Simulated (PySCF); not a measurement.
Compound: C4H13GaO.
Structure used (PBE0-D3(BJ)/def2-SVP), in Å, numbered top down from 1:
```xyz
19
C4H13GaO angstrom
C      2.1470    0.1997    0.5623
C      1.5721   -1.1987    0.3600
Ga     0.1912   -1.3111   -1.0705
O     -1.1225    0.2149   -0.2994
C     -1.7606    0.0474    0.9447
C     -1.2998    1.4799   -0.8940
H      2.9306    0.2347    1.3390
H      1.3688    0.9214    0.8649
H      2.5937    0.5928   -0.3658
H      1.1537   -1.5869    1.3056
H      2.3794   -1.9046    0.0931
H      0.4779   -0.5649   -2.4410
H     -0.8458   -2.5085   -1.0474
H     -1.5640   -0.9777    1.2827
H     -1.3623    0.7601    1.6874
H     -2.8497    0.1932    0.8445
H     -2.3701    1.6713   -1.0828
H     -0.7552    1.4710   -1.8458
H     -0.8945    2.2753   -0.2449
```

The calculation used core-valence-separated Tamm–Dancoff BHandHLYP/aug-pcX-1 (pcseg-1 on H, def2-SVPD on Ga) in PySCF, non-relativistic, gas phase, PBE0-D3(BJ)/def2-SVP geometry. No empirical shift is added; at this level the pattern usually sits a few eV under experiment.

The lowest roots of each edge with f over 0.003 (five at most, numbered afresh; weaker and dark ones are left out), with transition dipoles (au) in the frame of the coordinates:

```
root  edge  E (eV)       μx       μy       μz
   1     C  284.75   0.0001   0.0347  -0.0108
   2     C  285.05   0.0177  -0.0011  -0.0348
   3     C  285.07   0.0028   0.0299   0.0122
   4     C  285.50  -0.0306   0.0173   0.0284
   5     C  285.81  -0.0554   0.0115   0.0101
   6     O  534.22  -0.0125   0.0165   0.0109
   7     O  535.02   0.0146  -0.0169  -0.0150
   8     O  535.09   0.0093   0.0329  -0.0391
   9     O  535.75  -0.0180   0.0232   0.0145
  10     O  536.41   0.0005   0.0019  -0.0204
```

Question: What are the oscillator strengths?

Answer: f = (2/3) ΔE |μ|², with ΔE in hartree (27.2114 eV):

| root | ΔE (Eh) | \|μ\|² (au) | f | core hole on |
| --- | --- | --- | --- | --- |
| 1 | 10.4643 | 0.001321 | 0.009 | C2 |
| 2 | 10.4753 | 0.001526 | 0.011 | C2 |
| 3 | 10.4761 | 0.001051 | 0.007 | C1 |
| 4 | 10.4918 | 0.002042 | 0.014 | C2 |
| 5 | 10.5033 | 0.003303 | 0.023 | C1 |
| 6 | 19.6323 | 0.000547 | 0.007 | O4 |
| 7 | 19.6616 | 0.000724 | 0.009 | O4 |
| 8 | 19.6643 | 0.002698 | 0.035 | O4 |
| 9 | 19.6886 | 0.001072 | 0.014 | O4 |
| 10 | 19.7127 | 0.000420 | 0.006 | O4 |

Question: Molecules are fixed in this frame and the field points along x. What effective strengths 3 f cos²θ do the roots have (θ between field and μ)?

Answer: root 1 (C2): 0.000, root 2 (C2): 0.007, root 3 (C1): 0.000, root 4 (C2): 0.020, root 5 (C1): 0.064, root 6 (O4): 0.006, root 7 (O4): 0.008, root 8 (O4): 0.003, root 9 (O4): 0.013, root 10 (O4): 0.000. Root 5 is the strongest. Averaged over all orientations cos²θ is 1/3, which gives f back.

 Relativistic effects, spin–orbit coupling among them, are left out although an element past zinc is present.

The run took 21 s wall on one thread, x86-64 server, shared host.

One conformer stands for the species.
